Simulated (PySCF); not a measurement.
## KPb and its ions

UHF-CCSD(T); basis K def2-SVP, Pb def2-SVP with ECP60; scalar-relativistic core potentials; PySCF 2.14. Neutral (UHF): quartet (σ ↑, π ↑↑), Re = 3.383 Å, ωe = 122 cm⁻¹, De = 1.13 eV.

KPb⁺ (UHF): triplet (σ ↑, π ↑), Re = 4.033 Å, ωe = 63.1 cm⁻¹. The energies at the minima are -791.07164 hartree for KPb and -790.89087 for KPb⁺.

(1) Work out the adiabatic ionisation energy, without and with harmonic zero-point energies (1 hartree = 27.2114 eV, 1 eV = 8065.5 cm⁻¹), and the change of the bond length.

Correlated steps freeze 9 core orbitals. Correlated levels converge slowly with the basis: in double zeta they bind strong bonds too weakly, by up to about 1 eV, and carry superposition errors of some tenths. Spin–orbit coupling is left out, which matters for elements this heavy, above all for dissociation energies. States were picked by a PBE0 search and need not be the measured ground states.

## Answers

(1) At UHF-CCSD(T): 0.18077 hartree = 4.919 eV between the minima; the zero-point term (63.1 − 122.0)/2 cm⁻¹ = -0.004 eV makes it 4.915 eV. Re changes by +65.0 pm against the neutral. The electron leaves a π orbital, and the ion is left as a loose complex of an ion and an atom.
